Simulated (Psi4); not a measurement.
Psi4 input (wB97X-D/6-311+G**):

```
memory 1500 MB

molecule {
-1 1
Si   -2.63828400    0.04699600    0.10432200
C    -0.81692000    0.88343600    0.12265900
Si    0.38070000   -0.48521800    0.00897700
Cl    2.47104000    0.13331100   -0.12376600
H    -2.52436900   -0.52791000   -1.31643900
H    -2.21973000   -1.27947900    0.77221800
H    -0.73880700    1.56994600   -0.72284900
H    -0.67623500    1.46030600    1.03906000
H     0.24365900   -1.31466900   -1.20548800
H     0.41549800   -1.33998600    1.21537400
symmetry c1
no_reorient
no_com
}

set {
  basis 6-311+G**
  reference rks
  scf_type df
  df_basis_scf def2-universal-jkfit
  dft_radial_points 99
  dft_spherical_points 590
  e_convergence 1e-8
  d_convergence 1e-7
  maxiter 150
}

e = energy('wb97x-d')
print_out(f'\nFINAL {e:.10f} DIPOLE {variable("CURRENT DIPOLE")[0]:.6f} {variable("CURRENT DIPOLE")[1]:.6f} {variable("CURRENT DIPOLE")[2]:.6f}\n')
```

Output:

```
   => Loading Basis Set <=

    Name: 6-311+G**
    Role: ORBITAL
    Keyword: BASIS
    atoms 1, 3 entry SI         line   351 file 6-311pgss.gbs
    atoms 2    entry C          line   129 file 6-311pgss.gbs
    atoms 4    entry CL         line   468 file 6-311pgss.gbs
    atoms 5-10 entry H          line    42 file 6-311pgss.gbs

   => WB97X-D: Empirical Dispersion <=

    Chai and Head-Gordon Dispersion Correction
    Chai, J.-D.; Head-Gordon, M. (2010), J. Chem. Phys., 132: 6615-6620

        s6 =       1.000000

         ---------------------------------------------------------
                                   SCF
               by Justin Turney, Rob Parrish, Andy Simmonett
                          and Daniel G. A. Smith
                              RKS Reference
         ---------------------------------------------------------

  ==> Geometry <==

    Molecular point group: c1
    Full point group: C1

    Geometry (in Angstrom), charge = -1, multiplicity = 1:

       Center              X                  Y                   Z               Mass
    ------------   -----------------  -----------------  -----------------  -----------------
         SI          -2.638284000000     0.046996000000     0.104322000000    27.976926534650
         C           -0.816920000000     0.883436000000     0.122659000000    12.000000000000
         SI           0.380700000000    -0.485218000000     0.008977000000    27.976926534650
         CL           2.471040000000     0.133311000000    -0.123766000000    34.968852682000
         H           -2.524369000000    -0.527910000000    -1.316439000000     1.007825032230
         H           -2.219730000000    -1.279479000000     0.772218000000     1.007825032230
         H           -0.738807000000     1.569946000000    -0.722849000000     1.007825032230
         H           -0.676235000000     1.460306000000     1.039060000000     1.007825032230
         H            0.243659000000    -1.314669000000    -1.205488000000     1.007825032230
         H            0.415498000000    -1.339986000000     1.215374000000     1.007825032230

  Running in c1 symmetry.

  Rotational constants: A =      0.49744  B =      0.03823  C =      0.03661 [cm^-1]
  Rotational constants: A =  14912.74814  B =   1146.17810  C =   1097.53390 [MHz]
  Nuclear repulsion =  247.335087798655167

  Charge       = -1
  Multiplicity = 1
  Electrons    = 58
  Nalpha       = 29
  Nbeta        = 29

  ==> Algorithm <==

  SCF Algorithm Type is DF.
  DIIS enabled.
  MOM disabled.
  Fractional occupation disabled.
  Guess Type is SAD.
  Energy threshold   = 1.00e-08
  Density threshold  = 1.00e-07
  Integral threshold = 1.00e-12

  ==> Primary Basis <==

  Basis Set: 6-311+G**
    Blend: 6-311+G**
    Number of shells: 76
    Number of basis functions: 148
    Number of Cartesian functions: 152
    Spherical Harmonics?: true
    Max angular momentum: 2

  ==> DFT Potential <==

   => LibXC <=

    Version 7.1.2
    S. Lehtola, C. Steigemann, M. J. T. Oliveira, and M. A. L. Marques,  SoftwareX 7, 1–5 (2018) (10.1016/j.softx.2017.11.002)

   => Composite Functional: WB97X-D <=

    wB97X-D Hyb-GGA Exchange-Correlation Functional

    J.-D. Chai and M. Head-Gordon,  Phys. Chem. Chem. Phys. 10, 6615–6620 (2008) (10.1039/B810189B)

    Deriv               =              1
    GGA                 =           TRUE
    Meta                =          FALSE

    Exchange Hybrid     =           TRUE
    MP2 Hybrid          =          FALSE

   => Exchange-Correlation Functionals <=

    1.0000   wB97X-D range-separated functional

   => Exact (HF) Exchange <=

    0.7780            HF,LR [omega = 0.2000]
    0.2220               HF

   => LibXC Density Thresholds  <==

    XC_HYB_GGA_XC_WB97X_D:  1.00E-14

   => Molecular Quadrature <=

    Radial Scheme          =       TREUTLER
    Pruning Scheme         =           NONE
    Nuclear Scheme         =       TREUTLER

    Blocking Scheme        =         OCTREE
    BS radius alpha        =              1
    Pruning alpha          =              1
    Radial Points          =             99
    Spherical Points       =            590
    Total Points           =         554710
    Total Blocks           =           3955
    Max Points             =            256
    Max Functions          =            132
    Weights Tolerance      =       1.00E-15

   => Loading Basis Set <=

    Name: DEF2-UNIVERSAL-JKFIT
    Role: JKFIT
    Keyword: DF_BASIS_SCF
    atoms 1, 3 entry SI         line   737 file def2-universal-jkfit.gbs
    atoms 2    entry C          line   198 file def2-universal-jkfit.gbs
    atoms 4    entry CL         line   986 file def2-universal-jkfit.gbs
    atoms 5-10 entry H          line    18 file def2-universal-jkfit.gbs

  ==> Integral Setup <==

  SCF_SUBTYPE=INCORE selected. In-core MEM_DF algorithm will be used.
  Using in-core AOs.

  ==> MemDFJK: Density-Fitted J/K Matrices <==

    J tasked:                   Yes
    K tasked:                   Yes
    wK tasked:                  Yes
    Omega:                2.000E-01
    Algorithm:                 Core
    Schwarz Cutoff:           1E-12
    Mask sparsity (%):       6.8663
    Fitting Condition:        1E-10

   => Auxiliary Basis Set <=

  Basis Set: DEF2-UNIVERSAL-JKFIT
    Blend: DEF2-UNIVERSAL-JKFIT
    Number of shells: 175
    Number of basis functions: 567
    Number of Cartesian functions: 674
    Spherical Harmonics?: true
    Max angular momentum: 4

  Cached 33.4% of DFT collocation blocks in 0.549 [GiB].

  Minimum eigenvalue in the overlap matrix is 6.1216308372E-04.
  Reciprocal condition number of the overlap matrix is 6.6252785940E-05.
    Using symmetric orthogonalization.

  ==> Pre-Iterations <==

  SCF Guess: Superposition of Atomic Densities via on-the-fly atomic UHF (no occupation information).

   -------------------------
    Irrep   Nso     Nmo
   -------------------------
     A        148     148
   -------------------------
    Total     148     148
   -------------------------

  ==> Iterations <==

                           Total Energy        Delta E     RMS |[F,P]|

   @DF-RKS iter SAD: -1080.26590525496317   -1.08027e+03   0.00000e+00
   @DF-RKS iter   1: -1080.71098260928693   -4.45077e-01   5.16122e-03 ADIIS/DIIS
   @DF-RKS iter   2: -1080.76761954970834   -5.66369e-02   4.28884e-03 ADIIS/DIIS
   @DF-RKS iter   3: -1080.98210304587496   -2.14483e-01   5.63688e-04 ADIIS/DIIS
   @DF-RKS iter   4: -1080.98554133591506   -3.43829e-03   1.35778e-04 ADIIS/DIIS
   @DF-RKS iter   5: -1080.98587591234559   -3.34576e-04   3.00120e-05 DIIS
   @DF-RKS iter   6: -1080.98591029987392   -3.43875e-05   1.18403e-05 DIIS
   @DF-RKS iter   7: -1080.98591624001619   -5.94014e-06   4.01960e-06 DIIS
   @DF-RKS iter   8: -1080.98591755722578   -1.31721e-06   1.33985e-06 DIIS
   @DF-RKS iter   9: -1080.98591771499514   -1.57769e-07   3.56458e-07 DIIS
   @DF-RKS iter  10: -1080.98591772649320   -1.14981e-08   1.04773e-07 DIIS
   @DF-RKS iter  11: -1080.98591772724285   -7.49651e-10   3.10973e-08 DIIS
  Energy and wave function converged.

  ==> Post-Iterations <==

   Electrons on quadrature grid:
      Ntotal   =   58.0000115312 ; deviation = 1.153e-05

    Orbital Energies [Eh]
    ---------------------

    Doubly Occupied:

       1A   -101.559264     2A    -66.137059     3A    -66.038586
       4A    -10.114070     5A     -9.428334     6A     -7.174379
       7A     -7.169314     8A     -7.169248     9A     -5.269101
      10A     -5.170925    11A     -3.616478    12A     -3.612016
      13A     -3.610746    14A     -3.516050    15A     -3.515247
      16A     -3.512309    17A     -0.765026    18A     -0.640437
      19A     -0.468862    20A     -0.407106    21A     -0.361121
      22A     -0.313062    23A     -0.302712    24A     -0.295601
      25A     -0.253420    26A     -0.248577    27A     -0.209435
      28A     -0.206697    29A     -0.087347

    Virtual:

      30A      0.164180    31A      0.176523    32A      0.178937
      33A      0.190346    34A      0.197856    35A      0.208516
      36A      0.213273    37A      0.230863    38A      0.235424
      39A      0.244280    40A      0.254231    41A      0.260210
      42A      0.265743    43A      0.271403    44A      0.281909
      45A      0.288880    46A      0.296979    47A      0.312391
      48A      0.325423    49A      0.328766    50A      0.340531
      51A      0.360530    52A      0.379635    53A      0.396825
      54A      0.451726    55A      0.456837    56A      0.489419
      57A      0.491196    58A      0.503894    59A      0.530489
      60A      0.541367    61A      0.573585    62A      0.603547
      63A      0.615198    64A      0.629572    65A      0.644830
      66A      0.653709    67A      0.695415    68A      0.704768
      69A      0.725437    70A      0.756990    71A      0.778667
      72A      0.803147    73A      0.821041    74A      0.848841
      75A      0.861147    76A      0.898221    77A      0.929000
      78A      0.951033    79A      0.981142    80A      1.048830
      81A      1.072529    82A      1.079736    83A      1.092743
      84A      1.116584    85A      1.119756    86A      1.128282
      87A      1.134297    88A      1.158129    89A      1.184452
      90A      1.242303    91A      1.354774    92A      1.397408
      93A      1.447669    94A      1.494003    95A      1.502497
      96A      1.511835    97A      1.553460    98A      1.599729
      99A      1.615144   100A      1.636663   101A      1.678513
     102A      1.698724   103A      1.713582   104A      1.810124
     105A      1.842276   106A      1.870351   107A      1.904850
     108A      1.915623   109A      1.933947   110A      1.947827
     111A      2.011462   112A      2.168096   113A      2.214943
     114A      2.246470   115A      2.270679   116A      2.318356
     117A      2.368807   118A      2.413331   119A      2.521217
     120A      2.528718   121A      2.628277   122A      2.733621
     123A      2.737795   124A      2.786350   125A      2.842591
     126A      2.903627   127A      2.944373   128A      3.006233
     129A      3.021601   130A      3.255924   131A      3.544584
     132A      3.948627   133A      5.871688   134A      5.929445
     135A      9.956927   136A     11.636030   137A     11.685806
     138A     11.715422   139A     11.716929   140A     11.725579
     141A     11.774432   142A     24.126223   143A     26.125036
     144A     26.156656   145A     26.416046   146A    141.384790
     147A    141.441052   148A    216.031614

    Final Occupation by Irrep:
              A
    DOCC [    29 ]
    NA   [    29 ]
    NB   [    29 ]

  @DF-RKS Final Energy: -1080.98591772724285

   => Energetics <=

    Nuclear Repulsion Energy =            247.3350877986551666
    One-Electron Energy =               -1995.7385185863436163
    Two-Electron Energy =                 723.6388568535098784
    DFT Exchange-Correlation Energy =     -56.2171483091696587
    Empirical Dispersion Energy =          -0.0041954838946603
    VV10 Nonlocal Energy =                  0.0000000000000000
    Total Energy =                      -1080.9859177272428497

Computation Completed

Properties will be evaluated at   0.000000,   0.000000,   0.000000 [a0]

Properties computed using the SCF density matrix

 Multipole Moments:

 ------------------------------------------------------------------------------------
     Multipole            Electronic (a.u.)      Nuclear  (a.u.)        Total (a.u.)
 ------------------------------------------------------------------------------------

 L = 1.  Multiply by 2.5417464519 to convert [e a0] to [Debye]
 Dipole X            :          2.3842235            0.0000000            2.3842235
 Dipole Y            :          0.0627258            0.0000057            0.0627315
 Dipole Z            :         -0.0944093           -0.0000113           -0.0944207
 Magnitude           :                                                    2.3869168

 ------------------------------------------------------------------------------------

FINAL -1080.9859177272 DIPOLE 2.384223 0.062731 -0.094421

*** Psi4 exiting successfully. Buy a developer a beer!
```

The dipole moment of an ion depends on the origin.

The geometry given is a B3LYP-D3(BJ)/def2-TZVP minimum.
